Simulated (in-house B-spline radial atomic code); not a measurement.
Results of a calculation; reference values are marked as such.
# Making a Troullier-Martins d channel for Cu, r_c = 1.34 bohr

Cu, [Ar] 3d10 4s1, non-relativistic LDA (VWN5), spherical and spin-unpolarised, from an all-electron radial atomic-structure program (B-spline basis) (atomic units). The all-electron 3d level is ε = -0.202272 hartree and its outer maximum at 0.60 bohr.

Inside r_c the pseudo-orbital is u(r) = r^3 exp(p(r)), with p = c0 + c2 r² + c4 r⁴ + … + c12 r¹². The seven coefficients follow from p and its first four derivatives at r_c, from zero curvature of the screened potential at the origin, c4 = −c2²/(2l + 5), and from the norm inside r_c. At r_c the all-electron orbital has P = 0.6070723, P' = -0.5001123, the screened potential V = -1.5472, V' = 2.82191, V'' = -7.491488, and the norm inside is Q = 0.7659072.

(1) What are p, p' and p'' at r_c?

For a trial c2 the five matching conditions are linear in c0, c6, c8, c10 and c12, and c2 is varied until the norm inside r_c equals Q. The root nearest zero gives:

```
 n          c_n
 0     2.946546
 2    -3.609062
 4    -1.447259
 6      3.72728
 8    -2.467167
10    0.7358697
12  -0.08485705
```

(2) Check c4 and p(r_c), and find the screened pseudopotential at the origin.

Orbitals and screened potentials:

```csv
r (bohr),P,u,V all-electron,V pseudo
0.134,0.1901,0.04292,-138.1,-25.41
0.335,0.7433,0.4711,-33.75,-23.76
0.536,0.9648,0.9924,-13.75,-17.5
0.737,0.9411,1.061,-6.708,-8.591
0.938,0.8341,0.876,-3.732,-2.854
1.139,0.7152,0.7178,-2.308,-1.678
1.34,0.6071,0.6071,-1.547,-1.547
```

Logarithmic derivatives P'/P at R = 1.64 bohr, for energies E around ε:

| E − ε (hartree) | all-electron | pseudo |
| --- | --- | --- |
| -0.5 | 0.863159 | 0.881774 |
| -0.25 | 0.331075 | 0.34149 |
| -0.1 | -0.216416 | -0.213246 |
| 0 | -0.813801 | -0.813801 |
| 0.1 | -1.86371 | -1.85241 |
| 0.25 | -7.4736 | -6.99119 |
| 0.5 | 6.67391 | 7.58995 |

(3) With P(R) = 0.4745162 and a norm of 0.8531582 inside R, what slope in energy does norm conservation fix?

Answers

(1) p = ln(P/r_c^3) = ln(0.6070723/2.4061) = -1.37712. p' = P'/P − 3/r_c = -0.82381 − 2.23881 = -3.06262. The radial equation gives p'' = 2(V − ε) − 2(3) p'/r_c − p'² = -2.68986 − (-13.71321) − 9.37962 = 1.64373. Differentiating, p''' = 2V' + 2(3)p'/r_c² − 2(3)p''/r_c − 2p'p'' = -1.8817, and p'''' = 2V'' − 4(3)p'/r_c³ + 4(3)p''/r_c² − 2(3)p'''/r_c − 2p''² − 2p'p''' = 2.7723.

(2) −c2²/9 = -1.44726, as listed. The terms c_n r_c^n are 2.94655, -6.48043, -4.66622, 21.57848, -25.64702, 13.73564, -2.84410, which sum to -1.37712. Inverting the radial equation, V_l(r) = ε + 3 p'/r + (p'' + p'²)/2, so V_l(0) = ε + (2l + 3) c2 = -0.202272 + 7 × (-3.60906) = -25.4657 hartree, finite where the all-electron potential diverges.

(3) d(P'/P)/dE = −2 × (norm inside R)/P(R)² = -7.5781 per hartree·bohr at E = ε, for both atoms, since orbital and norm agree at R. Differences over ±0.1 hartree give -8.2365 (all-electron) and -8.1958 (pseudo), which also hold third-order terms. Half a hartree below ε the two curves differ by +0.0186.
